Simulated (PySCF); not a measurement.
## Tantalum: a sound run and one with changed settings

Sound run: Ta [Xe] 4f14 5d3 6s2, Ta⁺ [Xe] 4f14 5d3 6s1. Calculation: PySCF 2.14, in aug-cc-pVDZ-PP with ECP60MDF (5s5p4d2f, 54 functions); scalar relativity through the core potential. In the sound run the correlated levels freeze 5s2 5p6 outside the core potential. The sound run starts from symmetry-adapted Hartree-Fock orbitals and uses a fine grid where one is needed.

Changed run: initial guess 1e, at most 50 SCF cycles.

```
species  method  sound run (hartree)  changed run (hartree)  converged
     Ta     UHF            -56.74035              -56.53844        yes
     Ta     PBE            -57.31081              -57.31081        yes
     Ta   M06-L            -57.30237              -57.30237        yes
    Ta⁺     UHF            -56.52867              -56.52867        yes
    Ta⁺     PBE            -57.04402              -57.04402        yes
    Ta⁺   M06-L            -57.01991              -57.02008        yes
    Ta⁺     MP2            -56.54985              -56.54985        yes
```

Ionisation energy of Ta:

```tsv
method	sound run (eV)	changed run (eV)
PBE	7.260	7.260
M06-L	7.686	7.682
```

The plain start fixes occupations by D2h representation alone, and Ta at UHF landed in another state (other ⟨L²⟩ or ⟨S²⟩). 

For comparison, NIST gives 7.550 eV between the lowest levels.
